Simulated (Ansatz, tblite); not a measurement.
Spin states of the cluster W3O9⁻, each relaxed with PBE-D4/def2-SVP in Ansatz. Electronic energies in the gas phase.

In the def2 sets W takes a core potential; there is no spin–orbit coupling. The xTB rows come from tblite. B3LYP takes the VWN-RPA correlation. The structure holds 2 bonds between oxygen atoms, so isomers without such links may lie far lower. The structure comes from a short search, and lower isomers may exist.

Doublet geometry (C2 within 0.1 Å):

```xyz
12

W     0.356    1.245   -0.935
W    -1.996   -0.403   -0.934
W    -0.087   -1.190    1.061
O     0.127    3.170   -0.988
O     1.112    0.225    0.521
O    -0.680   -0.659    2.589
O    -1.762   -1.868    0.176
O     1.559   -2.202    1.340
O     1.205    2.761   -0.046
O     1.313    0.786   -2.293
O     0.357   -3.072    1.215
O    -1.503    1.208   -1.705
```

Quartet geometry (C2 within 0.1 Å):

```xyz
12

W     0.4804    1.4015    0.4704
W    -1.6461   -0.3271    1.7187
W    -0.2288   -1.3516   -0.7331
O     1.7454    2.3356    1.6135
O     0.9311    0.1845   -0.9710
O     0.7508   -2.4659    0.1458
O    -1.9759   -1.4644    0.2999
O    -0.0075   -1.6067   -2.6494
O     2.2988    2.0612    0.2588
O    -0.6479    2.4859   -0.2538
O    -1.2517   -2.2374   -2.1290
O    -0.4486    0.9844    2.2292
```

⟨S²⟩: doublet 0.76 at PBE0-D4/def2-SVP (pure 0.75), quartet 3.77 at PBE0-D4/def2-SVP (pure 3.75).

Run but left out: MP2/def2-SVPD (doublet: ⟨S²⟩ 0.93, where a pure state has 0.75).

Only these spin states were relaxed. Higher spins weren't run and may lie lower.

(1) Estimate which spin state lies lowest at each of these levels, and by how much: GFN1-xTB; GFN2-xTB; HF/def2-SVPD; PBE-D4/def2-SVP; r2SCAN-D4/def2-SVP; B97M-V/def2-SVP; B3LYP-D4/def2-SVP; PBE0-D4/def2-SVP.

Answers

(1) 
```tsv
level	quartet − doublet (kJ/mol)	lowest of these	remarks
GFN1-xTB	224.9	doublet	–
GFN2-xTB	229.0	doublet	–
HF/def2-SVPD	-72.0	quartet	spin-contaminated (⟨S²⟩ 0.93) (doublet)
PBE-D4/def2-SVP	22.3	doublet	–
r2SCAN-D4/def2-SVP	11.5	doublet	–
B97M-V/def2-SVP	17.5	doublet	–
B3LYP-D4/def2-SVP	22.7	doublet	–
PBE0-D4/def2-SVP	10.1	doublet	–
```

Change of the quartet − doublet gap on mixing in exact exchange, in kJ/mol: PBE to PBE0 (25 % exact exchange) -12.2. The xTB methods have no term that favours high spin, so they put low spin too low.
